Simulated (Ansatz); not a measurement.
A nudged elastic band was laid between two geometries of Cl2GaH + H4Si (9 atoms, charge 0, multiplicity 1).

All numbers below come from RKS PBE-D4/def2-SVP (Ansatz 0.2.0).

```yaml
movable_images: 9
climbing_image: yes
spring: 5.0 eV/Å²
optimiser: quadratic models (default)
start_path: through a guess of the saddle point
force_threshold: 0.05 eV/Å
iteration_limit: 60
end_points: relaxed
```

First end point:

```xyz
9
Properties=species:S:1:pos:R:3
Ga -1.752 0.354 -0.043
H -2.652 -0.710 0.660
Cl -1.580 0.490 -2.199
Cl -0.984 2.088 1.021
H -0.036 -0.814 0.254
Si 1.434 -0.419 0.107
H 1.950 -0.180 1.493
H 2.096 -1.605 -0.535
H 1.525 0.796 -0.758
```

Last end point:

```xyz
9
Properties=species:S:1:pos:R:3
Ga -0.648 0.807 -0.420
H -1.826 -1.045 1.124
Cl -1.740 0.506 -2.271
Cl -1.684 2.083 1.001
H -1.690 -1.553 0.559
Si 1.555 -0.067 -0.050
H 1.833 -0.132 1.425
H 1.650 -1.440 -0.654
H 2.552 0.843 -0.714
```

(1) What changes between the two ends?

(2) What energy profile does the band end with?

(3) What is the geometry of the highest image?

(4) What are the harmonic wavenumbers there?

Answers

(1) Bonds broken: Ga1–H2, H5–Si6. Bonds formed: Ga1–Si6, H2–H5. Cl2GaH + H4Si becomes Cl2GaH3Si + H2.

(2) The forces met the threshold. The highest image is number 4 of 0 to 10, 38.9 kcal/mol above the first end and 39.2 kcal/mol above the last; the last end lies 0.3 kcal/mol below the first. A vibrational analysis at the climbing image gives one clearly imaginary mode, 1270i cm⁻¹: a first-order saddle point. The orbitals stay closed-shell, which can raise the energy where a bond breaks towards radicals; this wasn't checked here.

| image | path coordinate (Å) | energy (kcal/mol) | Ga1–H2 (Å) | H5–Si6 (Å) | Ga1–Si6 (Å) |
| --- | --- | --- | --- | --- | --- |
| 0 | 0.00 | 0.0 | 1.56 | 1.53 | 3.28 |
| 1 | 0.44 | 0.5 | 1.56 | 1.52 | 3.28 |
| 2 | 0.88 | 4.6 | 1.56 | 1.53 | 3.10 |
| 3 | 1.33 | 20.8 | 1.59 | 1.66 | 2.82 |
| 4 | 1.77 | 38.9 | 1.73 | 1.98 | 2.60 |
| 5 | 2.13 | 23.9 | 1.93 | 2.28 | 2.46 |
| 6 | 2.50 | 8.6 | 2.20 | 2.56 | 2.38 |
| 7 | 2.86 | 2.5 | 2.43 | 2.82 | 2.38 |
| 8 | 3.23 | 0.5 | 2.62 | 3.11 | 2.40 |
| 9 | 3.60 | -0.1 | 2.68 | 3.34 | 2.40 |
| 10 | 3.96 | -0.3 | 2.68 | 3.62 | 2.40 |

(3) 
```xyz
9
Properties=species:S:1:pos:R:3
Ga -1.178 0.495 -0.175
H -1.753 -0.918 0.641
Cl -1.738 0.414 -2.250
Cl -1.376 2.222 1.093
H -0.563 -0.881 0.515
Si 1.279 -0.307 0.058
H 1.816 -0.274 1.463
H 1.656 -1.595 -0.623
H 1.856 0.845 -0.723
```

(4) 1270i, 63, 77, 105, 128, 281, 383, 401, 423, 453, 483, 698, 814, 868, 896, 981, 1556, 1771, 2145, 2167, 2179 cm⁻¹.

The run took 100 s on 2 threads of Intel(R) Xeon(R) 6975P-C (Granite Rapids) (shared host), peak memory 0.18 GiB.
